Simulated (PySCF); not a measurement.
Compound: C6H5F2S (doublet state).
Z-matrix (Å and degrees, GFN2-xTB geometry), rows numbered from 1:
```
C 
C   1  1.3551
C   2  1.4160  1  128.65
C   3  1.3793  2  113.66  1   179.74
C   4  1.3834  3  113.45  2     0.04
C   5  1.4845  4  126.76  3   179.88
F   6  1.3617  5  111.39  4   -56.74
F   6  1.3623  5  111.51  4    60.35
S   5  1.7275  4  112.32  3     0.04
H   1  1.0749  2  120.43  3     0.16
H   1  1.0738  2  121.68  3  -179.91
H   3  1.0741  2  121.62  1    -0.04
H   4  1.0760  3  124.59  2   179.93
H   6  1.1003  5  112.82  4  -178.25
```

The hyperfine couplings belong to this conformer and change with its torsions.

As a line formula: `[CH2]C1=CC=C(C(F)F)S1` [radical].

Theory: PySCF 2.14.0, UKS B3LYP, pcH-1 on C F H S, non-relativistic, mean-field spin-orbit, GIAO. Geometry: GFN2-xTB, one conformer, isolated molecule. The geometry wasn't refined by DFT: couplings that depend on bond lengths, twists or pyramidal angles can differ widely from those at the functional's own minimum. The SCF solution wasn't tested for stability. ⟨S²⟩ is 0.781 where a pure state has 0.75.

Principal values of hyperfine tensors in MHz (contact, dipolar and spin–orbit terms together), for some of the nuclei:

```csv
atom,isotope,A1,A2,A3
F8,19F,38.83,41.84,130.01
F7,19F,34.36,37.43,121.89
C1,13C,1.36,2.39,142.27
C2,13C,-65.80,-31.98,-26.89
C5,13C,4.97,6.12,102.99
H11,1H,-59.76,-38.44,-15.25
H10,1H,-58.55,-38.27,-15.16
C3,13C,4.85,5.12,88.08
```

Problem. Split each tensor into its isotropic and traceless parts, and turn a_iso into mT with g = 2.0033.

Solution. a_iso is a third of the trace, T = A − a_iso, and a(mT) = a(MHz)/(g × 13.996). The tensors hold a spin–orbit part: the run splits a_iso into a_FC + a_SO, and T includes its anisotropic share.

```csv
atom,a_iso (MHz),a_FC,a_SO,a_iso (mT),T1,T2,T3
F8,70.23,70.22,0.01,2.505,-31.39,-28.39,59.78
F7,64.56,64.57,-0.01,2.303,-30.20,-27.13,57.33
C1,48.67,48.77,-0.10,1.736,-47.31,-46.28,93.60
C2,-41.56,-41.52,-0.03,-1.482,-24.24,9.58,14.67
C5,38.02,37.84,0.18,1.356,-33.06,-31.90,64.96
H11,-37.82,-37.81,0.00,-1.349,-21.94,-0.62,22.56
H10,-37.32,-37.33,0.00,-1.331,-21.22,-0.94,22.17
C3,32.68,32.72,-0.03,1.166,-27.83,-27.56,55.40
```

Problem. What spin density at the nucleus of C3 lies behind its contact coupling (g_N = 1.40482)?

Solution. a_FC = (2μ0/3) gₑ μB g_N μN ρ(0)/(2S·h) = 800.24 MHz × g_N × ρ(0)/(2S), with ρ in bohr⁻³. With a_FC = 32.72 MHz and 2S = 1, ρ(0) = 0.0291 bohr⁻³.

Problem. C4 (13C, g_N = 1.40482) isn't in the table. Its spin density at the nucleus is -0.02518 bohr⁻³. What is its contact coupling?

Solution. By the same relation, a_FC = -28.3 MHz. Its full tensor has the principal values -47.68, -19.55, -17.65 MHz.

Problem. Which nucleus of the table has the largest anisotropic coupling, and what is its form?

Solution. C1: -47.3, -46.3, 93.6 MHz (the dipolar term alone has -47.3, -46.2, 93.5), axial, in the ratio −1:−1:+2, the form that spin in one p orbital centred on that nucleus gives.

Problem. What first-order splitting does F7 cause when the field lies along A1, A2 or A3 of its tensor (g taken as isotropic, no quadrupole term)?

Solution. 2 lines (I = 1/2), spaced by |A_i|/(g × 13.996): 1.23, 1.34, 4.35 mT along the axes of A1, A2 and A3.
